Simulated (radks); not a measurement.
Values are calculated unless marked as measured or tabulated.
Species: Nd4+. Configuration: [Xe] 4f1 5d1 (not the ground configuration).

Level of theory: scalar-relativistic Kohn-Sham, BLYP, spin-polarised, spherical densities, finite nucleus; open shells are filled with parallel spins first (spin-orbit coupling, left out, can overturn this in heavy ions); Fermi nuclear charge, rms radius 4.9123 fm (a radial shooting solver on a logarithmic mesh with Libxc functionals).

Energy parts (eV):
total: -261793.97
kinetic: 278631.20
electron-nucleus: -632482.94
Hartree: 98062.08
exchange-correlation: -6004.31

Orbitals (lengths in bohr, moments of r in powers of bohr):
orbital  occ.  eigenvalue (eV)      <r>
1s up       1        -43462.48  0.02363
1s down     1        -43462.49  0.02363
2s up       1        -7081.754   0.1010
2s down     1        -7081.688   0.1010
2p up       3        -6337.626  0.08880
2p down     3        -6337.576  0.08880
3s up       1        -1587.681   0.2664
3s down     1        -1587.285   0.2664
3p up       3        -1353.014   0.2646
3p down     3        -1352.618   0.2646
3d up       5        -1026.999   0.2419
3d down     5        -1026.666   0.2418
4s up       1        -364.9463   0.6030
4s down     1        -363.9007   0.6030
4p up       3        -287.3714   0.6364
4p down     3        -286.3391   0.6365
4d up       5        -176.8775   0.6915
4d down     5        -175.8583   0.6916
4f up       1         -57.8119   0.8548
4f down     0         -56.7921   0.8553
5s up       1         -87.2826    1.372
5s down     1         -86.3116    1.372
5p up       3         -66.0741    1.543
5p down     3         -65.0923    1.544
5d up       1         -38.5559    1.990
5d down     0         -37.6574    2.005

The highest occupied level is 5d up at -38.556 eV. The configuration is held as typed, so some empty levels lie below it. The spin density at the nucleus is -2.141 e/bohr^3 (1s -0.011, 2s -0.310, 3s -1.959, 4s 0.464, 5s -0.325). The density falls to 0.001 e/bohr^3 at r = 3.39 bohr. Summed over all electrons, <r^2> = 36.20 bohr^2, which gives a Langevin (diamagnetic) susceptibility term of -28.7 x 10^-6 cm^3/mol. The electron density at the nucleus is 4.727e+05 e/bohr^3 (large components only). Spin moment in Bohr magnetons: 2.
